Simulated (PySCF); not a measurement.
**Structure from NMR data**

Molecular formula: C5H7NO2Si2. Simulated spectra:

¹H NMR (400 MHz, computed): δ 7.91 (s, 1H), 5.27 (m, 1H), 5.15 (m, 1H), 4.19 (m, 3H), 4.03 (m, 1H).

¹³C{¹H} NMR (computed): δ 171.9 (CH), 111.4 (C), 100.2 (C), 84.9 (C), 56.5 (CH).

PySCF 2.14 calculation with coordinates at the GFN2-xTB level and GIAO PBE0/pcSseg-1 shieldings; no relativistic terms, one conformer, isolated molecule, one averaged value for each set of equivalent atoms.

References, each an isolated molecule treated in the same way: TMS for ¹H (σ = 31.72 ppm), ¹³C (σ = 186.93 ppm).

Problem. What is the structure?

Solution. 
Rings plus π bonds: 5 (no ring in the answer). 5 carbon signals for 5 carbons: no two carbons are equivalent. Carbon types of the structure: 3 × C, 2 × CH, leaving 5 H on heteroatoms. δC 171.9: ester carbonyl carbon; lone-pair donation from the attached heteroatom keeps it upfield of a ketone carbonyl. δC 111.4: nitrile carbon; this is the usual window of a C≡N carbon, which has no attached hydrogen. δC 100.2, 84.9: alkyne carbon; the triple bond shields along its axis, which puts it between sp3 and sp2 carbons. δC 56.5: sp3 CH bonded to O and 2 Si; the inductive effect lowers its shielding. δH 7.91: hydrogen on an ester carbonyl carbon. δH 4.19: hydrogen on a silicon bonded to C. δH 4.03: hydrogen on an sp3 CH bonded to O and 2 Si; its carbon carries O, an electronegative neighbour.

The compound is `N#CC#C[SiH2][C@H]([SiH3])OC=O`.

The shifts were computed for this structure.

Shifts are as computed. Against solution values, carbons near 30 ppm lie about +3 ppm off and those near 130 ppm about +5 ppm. Of 1309 compounds with measured shifts, 239 miss one by over three times the rms of a fit or turn the order of signals round; such compounds aren't used in these exercises. No couplings were computed; multiplicities are counted from neighbouring protons, with m where these are inequivalent, close in shift, in a saturated or five-membered ring or joined by F or P, and br s for small geminal =CH2 splittings.
